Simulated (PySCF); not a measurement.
**Electronic structure of Hg (mercury, neutral) at the HSE06 level**

Configuration: [Xe] 4f14 5d9 6s2 6p1, one real determinant (an excited configuration). All numbers are calculated (PySCF 2.14, scalar relativity by spin-free X2C-1e, in x2c-TZVPPall (11s7p7d3f1g, 97 functions)).

* Total energy: -19624.93 hartree
* One-electron energy: -26870.78 hartree
* Hartree (Coulomb) energy: 7623.27 hartree
* Exchange-correlation energy: -377.43 hartree
* ⟨S²⟩: 2.0019
* ⟨L²⟩: 7.992
* Sum of ⟨r⟩: 48.05 bohr
* Sum of ⟨r²⟩: 70.24 bohr²
* Traceless quadrupole moment −½Σ⟨3z² − r²⟩ along its main axis: -5.70 e·bohr²
* Langevin diamagnetic susceptibility: -55.6 ×10⁻⁶ cm³/mol
* Time after the integrals: about 19 core-seconds

```tsv
shell	electrons	mean orbital energy (eV)	spread (eV)	rms radius, mean of both spins (bohr)
1s α	1	-83035.1	0	0.0187
1s β	1	-83035.1	0	0.0187
2s α	1	-14758.9	0	0.0756
2s β	1	-14758.8	0	0.0756
2p α	3	-12787.2	0.171	0.0694
2p β	3	-12787.1	0.054	0.0694
3s α	1	-3525.8	0	0.193
3s β	1	-3525.8	0	0.193
3p α	3	-2950.8	0.302	0.195
3p β	3	-2950.8	0.229	0.195
3d α	5	-2317.6	0.334	0.179
3d β	5	-2317.5	0.155	0.179
4s α	1	-789.40	0	0.424
4s β	1	-789.27	0	0.424
4p α	3	-598.90	0.590	0.452
4p β	3	-598.77	0.425	0.452
4d α	5	-364.64	0.729	0.482
4d β	5	-364.49	0.301	0.482
5s α	1	-128.74	0	0.958
5s β	1	-127.87	0	0.958
4f α	7	-107.72	0.720	0.529
4f β	7	-107.56	0.450	0.529
5p α	3	-76.545	1.179	1.10
5p β	3	-75.438	0.155	1.10
5d α	5	-16.290	1.313	1.56
5d β	4	-15.474	0.336	1.56
6s α	1	-10.023	0	2.77
6s β	1	-9.068	0	2.77
6p α	1	-3.259	0	3.92
```

⟨L²⟩ = 7.99 against 12 for a pure F term, so this real determinant mixes terms. Spin-orbit coupling, absent here, splits the open shell strongly.

Densities and radii are taken from the X2C orbitals without a picture-change correction, which distorts them close to the nucleus.
